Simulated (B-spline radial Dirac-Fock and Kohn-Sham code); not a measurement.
Dipole and non-dipole photoemission parameters of S²⁺ 2p3/2

System: S²⁺, configuration [Ne] 3s2 3p2; threshold 198.2 eV (orbital energy of the model). Level of theory: Dirac-Hartree-Slater photoionisation with a Latter tail; cross sections with all multipoles, angular parameters from the dipole term and its interference with E2; a radial finite-basis atomic code.

The run's input, task.json:

```json
{"items": [{
  "Z": 16,
  "q": 2,
  "cfg": [[1, 0, 2], [2, 0, 2], [2, 1, 6], [3, 0, 2], [3, 1, 2]],
  "A": 32,
  "rrms": 3.2611,
  "do": "xps",
  "hv": [50.2, 57.7, 62.5, 70.3, 85.9, 97.7, 111.0, 184.0, 200, 215.0, 346.0, 413.0, 583.0, 600, 686.0, 796.0, 800, 1000, 1300.0, 1410.0, 1500.0, 1590.0, 1840.0, 2000, 3860.0, 4000, 5110.0, 9251.7, 13700.0, 15000]
}]}
```

Launch: `python xray2_run.py task.json out`

For linearly polarised light dσ/dΩ = σ/(4π) [1 + β P₂(cos θ) + (δ + γ cos²θ) sin θ cos φ], with θ from the polarisation vector and φ the angle between the beam and the projection of the electron momentum on the plane normal to the polarisation.

| hν (eV) | σ (kb) | β | γ | δ |
| --- | --- | --- | --- | --- |
| 215 | 2330 | 0.918 | -0.048 | 0.009 |
| 346 | 916 | 1.446 | 0.071 | 0.014 |
| 413 | ? | ? | ? | ? |
| 583 | 239 | 1.467 | 0.244 | 0.021 |
| 600 | 221 | 1.463 | 0.254 | 0.021 |
| 686 | 152 | 1.436 | 0.301 | 0.024 |
| 796 | 99.8 | 1.398 | 0.354 | 0.027 |
| 800 | 98.4 | 1.396 | 0.355 | 0.027 |
| 1000 | 51.1 | 1.324 | 0.435 | 0.034 |
| 1300 | 23.1 | 1.220 | 0.526 | 0.045 |
| 1410 | 17.9 | 1.186 | 0.554 | 0.049 |
| 1500 | 14.8 | 1.158 | 0.575 | 0.053 |
| 1590 | 12.3 | 1.132 | 0.595 | 0.056 |
| 1840 | 7.71 | 1.064 | 0.643 | 0.066 |
| 2000 | 5.88 | 1.024 | 0.669 | 0.072 |
| 3860 | 0.642 | 0.707 | 0.858 | 0.139 |
| 4000 | 0.567 | 0.691 | 0.867 | 0.144 |
| 5110 | 0.238 | 0.582 | 0.926 | 0.180 |
| 9251.7 | 0.0273 | 0.357 | 1.067 | 0.290 |
| 13700 | 0.00618 | 0.234 | 1.169 | 0.384 |
| 15000 | 0.00436 | 0.208 | 1.192 | 0.408 |

Q: Give the values at 413 eV.

A: σ = 594 kb, β = 1.479, γ = 0.126, δ = 0.016.

Values without a named source are computed, but for edge energies of neutral atoms, which are taken from tables.
